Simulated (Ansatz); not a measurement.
Molecule: C₅H₁₁S (charge 0, doublet). It need not be the lowest isomer of its formula. 
Structure (B3LYP-D3(BJ)/def2-TZVP (Ansatz, a program for electronic structure) minimum search):
```xyz
17

C     -3.2330     1.0625     0.1558
C     -2.2711     0.0475    -0.3406
C     -0.8496     0.2211     0.2453
C      0.1153    -0.8325    -0.2856
S      1.8016    -0.7382     0.3886
C      2.3896     0.7851    -0.3986
H     -3.3264     2.0242    -0.3306
H     -3.7478     0.9246     1.0970
H     -2.2004     0.0963    -1.4321
H     -2.6215    -0.9594    -0.0906
H     -0.4860     1.2214     0.0003
H     -0.8903     0.1598     1.3346
H      0.1737    -0.7930    -1.3765
H     -0.2330    -1.8328    -0.0195
H      3.4385     0.8940    -0.1263
H      1.8455     1.6605    -0.0473
H      2.3142     0.7135    -1.4843
```
Charge 0, spin multiplicity 2.

Dipole moments at this geometry, in debye (magnitudes).

```
level                    program  dipole (D)
-----------------------  -------  ----------
SVWN5/def2-TZVPD          Ansatz        1.33
PBE/def2-TZVPD            Ansatz        1.36
BLYP/def2-TZVPD           Ansatz  (withheld)
revPBE/def2-TZVPD         Ansatz        1.37
r2SCAN/def2-TZVPD         Ansatz        1.49
B97M-V/def2-TZVPD         Ansatz        1.42
PBE0/def2-TZVPD           Ansatz        1.48
BHLYP/def2-TZVPD          Ansatz        1.52
r2SCAN0/def2-TZVPD        Ansatz        1.54
CAM-B3LYP/def2-TZVPD      Ansatz        1.47
LC-wPBE/def2-TZVPD        Ansatz        1.54
wB97M-V/def2-TZVPD        Ansatz        1.43
CCSD(T)/aug-cc-pV(D+d)Z   Ansatz  (withheld)
```

**Question.** What belongs in the gaps?

**Answer.** 
- BLYP/def2-TZVPD, dipole (D): 1.31
- CCSD(T)/aug-cc-pV(D+d)Z, dipole (D): 1.45
